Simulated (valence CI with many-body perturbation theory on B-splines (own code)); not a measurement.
Results of a calculation; reference values are marked as such.
## In X: what the settings do

Level of theory: valence CI with perturbative core correlation (CI+MBPT): four valence electrons over a frozen Dirac-Fock core [Kr], radial functions for each j: 6 s, 6 p, 5 d, 5 f, 1 g, with the one-electron correlation potential Σ1 (screened to all orders), the two-electron term Σ2, the three-electron term Σ3, Breit, model QED; selected single and double excitations, second order for the rest, scaled by the run's own slope (own B-spline code, finite nucleus).

No measured levels were compared; by estimate terms of the open shell hold to 2 to 4 % of their energy, and close levels can change places. Only levels of the ground parity were solved; by the run's estimate the other parity begins above the list, which can be wrong where configurations are misplaced.

The reference run has the lowest level 4d⁴ ⁵D_0 and an ionisation energy of 178.853 eV. Its largest variational space holds 9953 state functions.

Names give the largest LS component (configuration and term), which can be under half, so a name can repeat, a term be missing and a line seem to break the LS rules; names also repeat where a configuration has a term twice.

| Level | Reference (cm⁻¹) | Shift (cm⁻¹) |
| --- | --- | --- |
| 4d⁴ ⁵D_1 | 2273 | -23 |
| 4d⁴ ⁵D_2 | 5141 | -32 |
| 4d⁴ ⁵D_3 | 8092 | -32 |
| 4d⁴ ⁵D_4 | 10982 | -19 |
| 4d⁴ ³P_0 | 25452 | +260 |
| 4d⁴ ³H_4 | 26700 | +154 |
| 4d⁴ ³H_5 | 31057 | +126 |
| 4d⁴ ³G_3 | 31892 | +189 |
| 4d⁴ ³P_1 | 32718 | +243 |
| 4d⁴ ³H_6 | 33617 | +129 |
| 4d⁴ ³F_2 | 33731 | +231 |
| 4d⁴ ³F_4 | 36149 | +164 |

The ionisation energy moves by -0.022 eV.

Which of these changes was made?
A. scale of Σ1 1 → 0.8; scale of Σ2 1 → 0; three-electron term on → off
B. correlating orbitals by l 3 3 3 3 1 → 1 6 1 1 1
C. scale of Σ1 1 → 0; scale of Σ2 1 → 0; three-electron term on → off; Davidson tolerance 2e-05 → 0.001
D. Davidson tolerance 2e-05 → 0.03

B. correlating orbitals by l 3 3 3 3 1 → 1 6 1 1 1.
